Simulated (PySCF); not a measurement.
# Distorted geometries of [Lu(P5)]2+

[Lu(P5)]2+ (singlet in the valence; each metal's 4f electrons, 14 of them, lie in its core potential, out of spins and levels). PySCF 2.14.0, RKS TPSS, Lu lcecp-1-SVP with ECP60, P def2-SVP; non-relativistic Hamiltonian with scalar-relativistic core potentials where named; density fitting; no spin-orbit coupling. Relaxed geometry:

```xyz
6

Lu    0.0000    0.0000   -1.0083
P     1.8502    0.0000    1.1521
P     0.5717    1.7596    1.1521
P    -1.4968    1.0875    1.1521
P    -1.4968   -1.0875    1.1521
P     0.5717   -1.7596    1.1521
```

Task: Order these distorted geometries by energy above the relaxed one, lowest first.
A.
```xyz
6

Lu    0.0264   -0.0022   -0.9907
P     1.8324   -0.0187    1.1604
P     0.6185    1.7075    1.1568
P    -1.5025    1.1021    1.1253
P    -1.5093   -1.0422    1.1643
P     0.5344   -1.7465    1.1361
```
B.
```xyz
6

Lu    0.0515   -0.0159   -0.9538
P     1.7766    0.0392    0.9642
P     0.6480    1.8650    1.1811
P    -1.4936    1.0666    1.2306
P    -1.5648   -1.1754    1.1079
P     0.5823   -1.7797    1.2221
```
C.
```xyz
6

Lu    0.1117    0.0730   -0.9646
P     1.8442   -0.0267    1.2027
P     0.6001    1.7275    1.0823
P    -1.5842    1.1372    1.0218
P    -1.5915   -1.1131    1.2682
P     0.6197   -1.7978    1.1418
```

Result: A (0.04 eV), C (0.27 eV), B (0.38 eV).

Task: Which forces (eV/Å) act in the one that lies 0.27 eV up?

Result: 
```
Lu  -0.18 -0.26 -0.57
P    0.07 -0.04  0.07
P   -0.61  0.32  0.21
P    0.77 -1.07  0.44
P    1.06  0.81 -0.50
P   -1.11  0.24  0.35
```
Forces carry noise of the integration grid, about 0.01 to 0.03 eV/Å.

No frequency check is given that shows the relaxed geometry to be a minimum. An lcecp potential fixes the number of 4f electrons, so in runs with it no electron can move into or out of that shell.
